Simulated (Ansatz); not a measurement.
A nudged elastic band was laid between two geometries of CH$_{3}$ClOSi (7 atoms, charge 0, multiplicity 1).

Method: RKS B3LYP-D4/cc-pVDZ (Ansatz 0.2.0).

```
movable images  : 5
climbing image  : yes
spring          : 5.0 eV/Å²
optimiser       : quadratic models (default)
start path      : through a guess of the saddle point
force threshold : 0.05 eV/Å
iteration limit : 60
end points      : relaxed
```

Initial state:

```xyz
7
Properties=species:S:1:pos:R:3
O -0.706 1.414 -0.183
C 0.136 0.657 0.501
Si 0.162 -1.171 0.450
Cl -0.736 -1.472 -1.497
H -1.053 0.875 -0.929
H 0.581 1.226 1.332
H 1.616 -1.529 0.327
```

Final state:

```xyz
7
Properties=species:S:1:pos:R:3
O -0.861 1.270 -0.502
C 0.043 0.565 0.208
Si 0.212 -1.205 0.217
Cl -0.436 -2.212 -1.509
H -1.068 2.102 -0.047
H 0.505 1.084 1.064
H 1.604 -1.604 0.570
```

Question: What changes between the two ends?

Answer: No bond is made or broken. The dihedral H5–O1–C2–H6 goes from 178 to -9°.

Question: What energy profile does the band end with?

Answer: It converged. The highest image is number 4 of 0 to 6, 8.9 kcal/mol above the first end and 3.8 kcal/mol above the last; the last end lies 5.1 kcal/mol above the first. The profile has 2 maxima (images 1, 4) with wells between them (image 2): this band takes more than one step, which may be the mechanism or a detour left from its start path. A vibrational analysis at the climbing image gives one clearly imaginary mode, 363i cm⁻¹: a first-order saddle point.

```csv
image,path coordinate (Å),energy (kcal/mol),dihedral H5–O1–C2–H6 (°)
0,0.00,0.0,178
1,0.74,3.4,180
2,1.48,1.3,178
3,2.21,2.9,-162
4,2.95,8.9,-94
5,3.50,6.9,-46
6,4.05,5.1,-9
```

Question: What is the geometry of the highest image?

Answer: 
```xyz
7
Properties=species:S:1:pos:R:3:forces:R:3
O -0.645 1.529 -0.461 0.00 0.00 0.00
C 0.133 0.677 0.301 0.00 0.00 0.00
Si 0.468 -0.981 -0.045 0.00 0.00 0.00
Cl -0.426 -2.025 -1.600 0.00 0.00 0.00
H -1.557 1.493 -0.133 0.00 0.00 0.00
H 0.667 1.128 1.154 0.00 0.00 0.00
H 1.359 -1.822 0.785 0.00 0.00 0.00
```

Time of the run: 4.1 min on 1 CPU thread of a shared host.
